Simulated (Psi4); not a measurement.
C3H9B3O3, charge -1, doublet, geometry from GFN2-xTB (a state made from the parent by changing its charge; the spin is typed, not shown lowest) (a gas-phase anion, which may not be bound at this level). Base run: MP2/STO-3G (Psi4).

Input for Psi4:
```
memory 2 GB

molecule {
-1 2
C    -1.88263187   -2.25884204   -0.38435433
B    -0.90379848   -0.99872182   -0.09120778
O     0.47599836   -1.28150983   -0.06345170
B     1.33020729   -0.18054923    0.14340972
C     2.92066292   -0.49970419    0.12009244
O     0.88834620    1.03540238    0.38276883
B    -0.55303012    1.36862306    0.49315428
C    -0.95757719    2.71596764   -0.35332957
O    -1.39561160    0.19893558    0.14290532
H    -1.64898138   -2.72119801   -1.34237772
H    -2.92745075   -1.95594686   -0.40064314
H    -1.76618271   -3.02849623    0.37815295
H     3.21769911   -0.93884606   -0.83127412
H     3.18616817   -1.21476873    0.89825374
H     3.50985185    0.40162291    0.27540875
H    -2.00870109    2.97697420   -0.21890442
H    -0.36453224    3.57912747   -0.04623218
H    -0.79735130    2.58761777   -1.43139583
}

set {
  basis sto-3g
  reference uhf
  freeze_core true
}

energy('mp2')
print_variables()
```

Variants of this job, named by their change:

```json
[
 {"change": "base", "basis functions": "54", "E (Eh)": "-412.73147", "MP2 correlation (Eh)": "-0.39002", "core-seconds (rough)": "4"},
 {"change": "basis = 6-31G", "basis functions": "99", "E (Eh)": "-418.37904", "MP2 correlation (Eh)": "-0.77725", "core-seconds (rough)": "6"},
 {"change": "basis = def2-SV(P)", "basis functions": "144", "E (Eh)": "-418.58487", "MP2 correlation (Eh)": "-1.14339", "core-seconds (rough)": "9"},
 {"change": "basis = 6-31G*", "basis functions": "153", "E (Eh)": "-418.91279", "MP2 correlation (Eh)": "-1.14269", "core-seconds (rough)": "10"},
 {"change": "basis = def2-SVP", "basis functions": "171", "E (Eh)": "-418.68025", "MP2 correlation (Eh)": "-1.21066", "core-seconds (rough)": "10"},
 {"change": "basis = cc-pVDZ", "basis functions": "171", "E (Eh)": "-419.01455", "MP2 correlation (Eh)": "-1.21516", "core-seconds (rough)": "10"},
 {"change": "basis = 6-31G**", "basis functions": "180", "E (Eh)": "-418.98789", "MP2 correlation (Eh)": "-1.20232", "core-seconds (rough)": "10"},
 {"change": "basis = 6-31+G*", "basis functions": "189", "E (Eh)": "-418.96180", "MP2 correlation (Eh)": "-1.16558", "core-seconds (rough)": "20"},
 {"change": "basis = 6-311G**", "basis functions": "216", "E (Eh)": "-419.17586", "MP2 correlation (Eh)": "-1.29385", "core-seconds (rough)": "20"},
 {"change": "basis = def2-SVPD", "basis functions": "261", "E (Eh)": "-418.76362", "MP2 correlation (Eh)": "-1.27053", "core-seconds (rough)": "20"},
 {"change": "basis = 6-311++G**", "basis functions": "261", "E (Eh)": "-419.20086", "MP2 correlation (Eh)": "-1.30603", "core-seconds (rough)": "40"},
 {"change": "basis = aug-cc-pVDZ", "basis functions": "288", "E (Eh)": "-419.10842", "MP2 correlation (Eh)": "-1.27969", "core-seconds (rough)": "40"},
 {"change": "basis = aug-pcseg-1", "basis functions": "288", "E (Eh)": "-418.96173", "MP2 correlation (Eh)": "-1.26406", "core-seconds (rough)": "30"}
]
```

Totals compare only among sets that treat the same electrons; sets with core potentials leave the core out.

Open shells are given as the SCF converged; they aren't shown to be the lowest states, and a large step between rows can be another state.

A gas-phase anion may not be bound at this level; its values then depend on the basis.
